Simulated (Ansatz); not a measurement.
Calculated with Ansatz (gas phase, PBE0-D4/def2-TZVP geometries, no zero-point term in ΔE). CBS: MP2 limit from def2 TZ/QZ plus the TZ coupled-cluster correction, frozen cores. This one scheme is used for every species. Triplets are unrestricted, without spin–orbit coupling. One conformer a species, not always the lowest.

Reaction (formal loss of a carbene): `CNB(C)O` → `[CH2]` (triplet) + `CB(N)O`

| species | HF/def2-TZVPP energy (Eh) |
| --- | --- |
| `CNB(C)O` | -234.59123 |
| `[CH2]` (triplet) | -38.93879 |
| `CB(N)O` | -195.55754 |

Q: Work out ΔE.

A: ΔE = (-38.93879) + (-195.55754) − (-234.59123) = 0.09490 Eh = +249.2 kJ/mol. CCSD(T)/CBS gives +394.5 kJ/mol.

Largest T1 diagnostic among the species: 0.011.

In def2-TZVPP, CCSD(T) changes the Hartree–Fock value by +135.4 kJ/mol (the triples alone add +11.4 kJ/mol) and MP2 by +145.2 kJ/mol. The D4 term adds +9.6 kJ/mol with B3LYP and +5.3 kJ/mol with PBE0; it sums over pairs of atoms, weighted by their polarisabilities, and B3LYP, whose exchange is more repulsive, gets the larger term. From PBE to PBE0 (25 % exact exchange), in def2-TZVPP and without D4, ΔE moves by −9.1 kJ/mol.

B3LYP here is the variant with VWN-RPA as its local correlation; programs differ in this.
